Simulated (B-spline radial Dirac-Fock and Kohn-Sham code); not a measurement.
Calculated with a radial B-spline solver, using Dirac-Fock ΔSCF + Breit + QED. Correlation energy is missing from these numbers.

Q: Identify the element and charge state from the binding energies below (tabulated ground configuration; the least bound level is included).

| level | binding energy (eV) |
| --- | --- |
| 2p1/2 | 10367.4 |
| 3p3/2 | 2046.0 |
| 3d3/2 | 1658.3 |
| 4s | 530.6 |
| 4d5/2 | 216.1 |
| 5s | 80.07 |
| 6s | 12.60 |

A: Lu⁺: Z = 71 with 70 electrons, [Xe] 4f14 6s2.
